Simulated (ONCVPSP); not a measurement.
# What one change does to a pseudopotential (palladium (Pd), ONCV)

```
Element                 : palladium (Pd)
Generator               : ONCVPSP 4.0.1
Type                    : optimised norm-conserving Vanderbilt (ONCV)
Functional              : PBE
Relativity              : scalar-relativistic
Frozen core             : [Ar] 3d10
Valence charge          : 18
Reference configuration : 4s2 4p6 4d10
Partial waves           : 4s: rc 1.65 bohr, ncon 4, nbas 7, qcut 5.8 1/bohr, 2 projectors, debl 3.7 Ha; 4p: rc 1.65 bohr, ncon 4, nbas 7, qcut 7.7 1/bohr, 2 projectors, debl 3.1 Ha; 4d: rc 1.50 bohr, ncon 4, nbas 9, qcut 10.1 1/bohr, 2 projectors, debl 2.8 Ha
Local potential         : polynomial inside 1.20 bohr (lpopt 5, dvloc0 0 Ha)
Core correction         : polynomial model core, fcfact 0.5
```

Change: s: rc 1.7.

Cutoffs: the cutoffs (Ha) at which the residual kinetic energy of the hardest occupied pseudo-wave falls to 1 and 0.1 mHa per electron; they do not see the model core or the augmentation charge, which bear on the density cutoff. Errors are all-electron minus pseudo energies relative to the spin-unpolarised reference configuration.

Task: What does the change do?

Result: The potential gets neither clearly harder nor softer (31 Ha and 37 Ha → 31 Ha and 37 Ha); the d channel sets the loose cutoff, while the largest relative change is in s, which becomes softer; the errors of the 3 common tests hardly move; neither file shows a bound ghost.

```tsv
quantity	base	changed
cutoff, loose	31 Ha	31 Ha
cutoff, tight	37 Ha	37 Ha
loose cutoff by channel	s 13 Ha, p 18 Ha, d 31 Ha	s 11 Ha, p 18 Ha, d 31 Ha
bound ghosts	none	none
GHOST(+) flags under 300 eV	none	none
tests with a reliable result	3 of 4	3 of 4
error for 4s2 4p6 4d9, meV [ΔE 9.12 eV]	-0.1	-0.1
error for 4s2 4p6 4d8, meV [ΔE 29.93 eV]	-2.0	-1.9
error for 4s2 4p6 4d9 5s1, meV [ΔE 1.50 eV]	-0.1	0.0
p: phases at 1.68 bohr within 0.05 rad from the reference energy up to (Ha; the scan ends near 5)	to the end of the scan	to the end of the scan
d: phases at 1.52 bohr within 0.05 rad from the reference energy up to (Ha; the scan ends near 5)	to the end of the scan	to the end of the scan
rms error of d²Exc/dni dnj with the model core, mHa	2.73	2.78
```
